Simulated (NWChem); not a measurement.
TiHSF$_{3}$; SMILES [F][Ti]([F])([F])[SH]

```xyz
6

Ti     0.0120    -0.3340     0.0005
F     -0.8595    -0.8815     1.3898
F      1.6429    -0.8871     0.0091
F     -0.8441    -0.8831    -1.3977
S      0.0917     1.9380     0.0002
H     -1.2637     1.9894    -0.0015
```
Atoms are numbered in this order, from 1.

Level: PBE0/def2-SVP (NWChem), optimised geometry, unscaled harmonic frequencies. 

### Question
List the harmonic frequencies with IR intensities, and the thermochemistry.

### Answer
```csv
frequency (cm⁻¹),IR intensity (km/mol)
84,24.2
146,1.9
174,13.9
200,9.2
211,8.1
214,0.5
438,47.6
541,28.7
769,153.7
836,193.3
858,195.5
2686,3.6
```

```json
{
 "zero_point_energy": "10.2 kcal/mol",
 "thermal correction to the enthalpy at 298.15 K (with zero-point energy)": "15.3 kcal/mol",
 "heat capacity Cv": "21.6 cal/(mol K)",
 "entropy at 298.15 K and 1 atm (symmetry number 1)": "85.2 cal/(mol K)",
 "dipole_moment": "0.95 D"
}
```

Rigid rotor and harmonic oscillator; modes under 100 cm⁻¹ make the entropy uncertain.
